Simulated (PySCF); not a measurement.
C₂H₄, charge +1, doublet, at a GFN2-xTB geometry (a state made from the parent by changing its charge; the spin is typed, not shown lowest); CCSD(T)/def2-TZVP (PySCF).

Here is a job for PySCF.
```python
from pyscf import gto, scf, cc

mol = gto.Mole()
mol.atom = '''
    C    -0.01363228   -0.00641662    0.65335312
    C     0.01363228    0.00641662   -0.65335312
    H     0.20968731    0.85394969    1.29649447
    H    -0.26322925   -0.87915153    1.26960612
    H    -0.20979374    0.87921939   -1.27947513
    H     0.26333568   -0.85401755   -1.28662546
'''
mol.basis = 'def2-tzvp'
mol.charge = 1
mol.spin = 1
mol.verbose = 4
mol.max_memory = 1800
mol.build()

mf = scf.UHF(mol)
mf.kernel()

mycc = cc.CCSD(mf, frozen=2)
mycc.kernel()
et = mycc.ccsd_t()
print('E(CCSD(T)) = %.10f' % (mycc.e_tot + et))
```

The log (banner, timings and long lists left out):

```
PySCF version 2.14.0

[INPUT] verbose = 4
[INPUT] num. atoms = 6
[INPUT] num. electrons = 15
[INPUT] charge = 1
[INPUT] spin (= nelec alpha-beta = 2S) = 1
[INPUT] symmetry False subgroup None
[INPUT] Mole.unit = angstrom
[INPUT] Symbol           X                Y                Z      unit          X                Y                Z       unit  Magmom
[INPUT]  1 C     -0.013632280000  -0.006416620000   0.653353120000 AA   -0.025761275653  -0.012125654445   1.234658459430 Bohr   0.0
[INPUT]  2 C      0.013632280000   0.006416620000  -0.653353120000 AA    0.025761275653   0.012125654445  -1.234658459430 Bohr   0.0
[INPUT]  3 H      0.209687310000   0.853949690000   1.296494470000 AA    0.396251587697   1.613731038257   2.450019470313 Bohr   0.0
[INPUT]  4 H     -0.263229250000  -0.879151530000   1.269606120000 AA   -0.497431190475  -1.661355613692   2.399207852872 Bohr   0.0
[INPUT]  5 H     -0.209793740000   0.879219390000  -1.279475130000 AA   -0.396452711248   1.661483850507  -2.417857578892 Bohr   0.0
[INPUT]  6 H      0.263335680000  -0.854017550000  -1.286625460000 AA    0.497632314026  -1.613859275072  -2.431369744293 Bohr   0.0

nuclear repulsion = 33.4353502953451
number of shells = 38
number of NR pGTOs = 124
number of NR cGTOs = 86
basis = def2-tzvp
ecp = {}

******** <class 'pyscf.scf.uhf.UHF'> ********
method = UHF
initial guess = minao
damping factor = 0
level_shift factor = 0
DIIS = <class 'pyscf.scf.diis.CDIIS'>
diis_start_cycle = 1
diis_space = 8
diis_damp = 0
SCF conv_tol = 1e-09
SCF conv_tol_grad = None
SCF max_cycles = 50
direct_scf = True
direct_scf_tol = 1e-13
number electrons alpha = 8  beta = 7
Set gradient conv threshold to 3.16228e-05
init E= -78.1646112922816

cycle= 1 E= -77.6430089110614  delta_E= 0.522  |g|= 0.317  |ddm|= 1.06
cycle= 2 E= -77.7175614752194  delta_E= -0.0746  |g|= 0.115  |ddm|= 0.301
cycle= 3 E= -77.7258286377141  delta_E= -0.00827  |g|= 0.0328  |ddm|= 0.0843
cycle= 4 E= -77.7277185831572  delta_E= -0.00189  |g|= 0.0136  |ddm|= 0.0426
cycle= 5 E= -77.7282950861405  delta_E= -0.000577  |g|= 0.00788  |ddm|= 0.0194
cycle= 6 E= -77.7285629940881  delta_E= -0.000268  |g|= 0.00347  |ddm|= 0.0183
cycle= 7 E= -77.7286111231462  delta_E= -4.81e-05  |g|= 0.000946  |ddm|= 0.00911
cycle= 8 E= -77.7286138850049  delta_E= -2.76e-06  |g|= 0.000253  |ddm|= 0.00212
cycle= 9 E= -77.7286140512332  delta_E= -1.66e-07  |g|= 7.56e-05  |ddm|= 0.000485
cycle= 10 E= -77.7286140649059  delta_E= -1.37e-08  |g|= 2.9e-05  |ddm|= 0.000136
cycle= 11 E= -77.7286140666913  delta_E= -1.79e-09  |g|= 8.81e-06  |ddm|= 5.41e-05
cycle= 12 E= -77.7286140668492  delta_E= -1.58e-10  |g|= 1.42e-06  |ddm|= 1.86e-05
Extra cycle  E= -77.7286140668513  delta_E= -2.1e-12  |g|= 6.61e-07  |ddm|= 1.8e-06
converged SCF energy = -77.7286140668513  <S^2> = 0.7632414  2S+1 = 2.0131979

******** <class 'pyscf.cc.uccsd.UCCSD'> ********
CC2 = 0
CCSD nocc = (np.int64(6), np.int64(5)), nmo = (84, 84)
frozen orbitals 2
max_cycle = 50
direct = 0
conv_tol = 1e-07
conv_tol_normt = 1e-06
diis_space = 6
diis_start_cycle = 0
diis_start_energy_diff = 1e+09
Init t2, MP2 energy = -0.265185659210374
Init E_corr(UCCSD) = -0.265185659210773
cycle = 1  E_corr(UCCSD) = -0.288542341382951  dE = -0.0233566822  norm(t1,t2) = 0.059276
cycle = 2  E_corr(UCCSD) = -0.295321345072247  dE = -0.00677900369  norm(t1,t2) = 0.0209057
cycle = 3  E_corr(UCCSD) = -0.297686151540532  dE = -0.00236480647  norm(t1,t2) = 0.0143114
cycle = 4  E_corr(UCCSD) = -0.298703231326055  dE = -0.00101707979  norm(t1,t2) = 0.00842438
cycle = 5  E_corr(UCCSD) = -0.298571135172219  dE = 0.000132096154  norm(t1,t2) = 0.00624121
cycle = 6  E_corr(UCCSD) = -0.298686058289847  dE = -0.000114923118  norm(t1,t2) = 0.00225107
cycle = 7  E_corr(UCCSD) = -0.298723186082186  dE = -3.71277923e-05  norm(t1,t2) = 0.000774605
cycle = 8  E_corr(UCCSD) = -0.298708594572003  dE = 1.45915102e-05  norm(t1,t2) = 0.000238371
cycle = 9  E_corr(UCCSD) = -0.298709606377813  dE = -1.01180581e-06  norm(t1,t2) = 7.58341e-05
cycle = 10  E_corr(UCCSD) = -0.298708960652404  dE = 6.45725408e-07  norm(t1,t2) = 2.46645e-05
cycle = 11  E_corr(UCCSD) = -0.298708866530205  dE = 9.41221995e-08  norm(t1,t2) = 7.83831e-06
cycle = 12  E_corr(UCCSD) = -0.298708726850648  dE = 1.39679557e-07  norm(t1,t2) = 3.03453e-06
cycle = 13  E_corr(UCCSD) = -0.298708672456875  dE = 5.43937727e-08  norm(t1,t2) = 1.38224e-06
cycle = 14  E_corr(UCCSD) = -0.298708643582945  dE = 2.88739302e-08  norm(t1,t2) = 3.57725e-07
UCCSD converged
E(UCCSD) = -78.02732271043426  E_corr = -0.298708643582945
UCCSD(T) correction = -0.00963302674760528
E(CCSD(T)) = -78.0369557372
```
